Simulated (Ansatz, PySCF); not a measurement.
Dimer: stibine (SMILES [SbH3]) (first 4 atoms) with stibine (SMILES [SbH3]); geometry from B3LYP-D3(BJ)/def2-TZVP.
(charge 0, multiplicity 1):
| atom | x (Å) | y (Å) | z (Å) |
|---|---|---|---|
| Sb | 0.3451 | -0.3220 | -0.4202 |
| H | 1.6069 | -0.2715 | 0.7382 |
| H | -0.4480 | -1.5696 | 0.4464 |
| H | -0.5328 | 0.8779 | 0.4312 |
| Sb | -0.4597 | -0.0732 | 3.8755 |
| H | -0.0534 | 1.5317 | 3.4360 |
| H | -1.0984 | 0.4571 | 5.3788 |
| H | -1.9950 | 0.0611 | 3.1286 |

Counterpoise-corrected where a basis set is named; no monomer relaxation.

Correlated levels freeze the cores. Filled d and f shells under p-block atoms count as core.

The values were computed with Ansatz (Gaussian orbitals); PySCF for the dispersion terms. Values without a source in brackets are computed. In def2 rows elements past Kr take small-core potentials, without spin–orbit coupling.

Problem. One of these levels gives -1.68 kcal/mol for the interaction energy. Which?
(A) revPBE/def2-TZVPPD
(B) BLYP/def2-TZVPPD
(C) MP2/def2-TZVPPD
(D) B3LYP-D4/def2-TZVPPD

Solution. D, B3LYP-D4/def2-TZVPPD. The others give 1.32 (BLYP/def2-TZVPPD), 1.01 (revPBE/def2-TZVPPD), -1.14 (MP2/def2-TZVPPD)

Ansatz is a program for electronic structure.
